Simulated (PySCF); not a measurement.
A drawing and its optimised geometry.

C5H6O3. Drawn bonds (atoms numbered from 1): C1–C2, C2=O3, C2–O4, O4–C5, C5–C6, C5=C7, C7=O8, C1–H9, C1–H10, C1–H11, C6–H12, C6–H13, C6–H14.

Geometry after optimisation with GFN2-xTB (Å):

```
atom  x, y, z in Å
C1     2.546   -0.138    0.441
C2     1.123    0.207    0.233
O3     0.668    1.427    0.145
O4     0.188   -0.682    0.105
C5    -1.001   -0.041   -0.090
C6    -2.259   -0.808   -0.267
C7    -0.783    1.340   -0.077
O8    -1.452    2.332   -0.197
H9     2.628   -1.196    0.669
H10    2.958    0.455    1.256
H11    3.124    0.083   -0.457
H12   -2.576   -1.275    0.666
H13   -2.135   -1.589   -1.016
H14   -3.031   -0.115   -0.591
```

Here a drawn bond counts as lost beyond 1.3 times the sum of covalent radii plus 0.1 Å; another pair counts as a new contact within 1.08 times that sum, or 1.2 times among H, C, N, O, F, S and Cl. Covalent radii used (Å): C 0.73, H 0.31, O 0.66.

Task: Which drawn bonds no longer describe this geometry, and which new contacts appear?

Result: No drawn bond is lost. New contacts: O3–C7 (1.47 Å; radii sum 1.39 Å). The tight-binding optimisation can itself be at fault, so a check at a higher level is due before the drawing is dismissed.

Task: How long is each drawn bond in this geometry?

Result: 
```csv
drawn bond,length (Å),over radii sum
C1–C2,1.479,1.01
C2–O3,1.304,0.94
C2–O4,1.297,0.93
O4–C5,1.364,0.98
C5–C6,1.484,1.02
C5–C7,1.399,0.96
C7–O8,1.202,0.86
C1–H9,1.086,1.04
C1–H10,1.088,1.05
C1–H11,1.091,1.05
C6–H12,1.091,1.05
C6–H13,1.089,1.05
C6–H14,1.086,1.04
```

These are computed values.
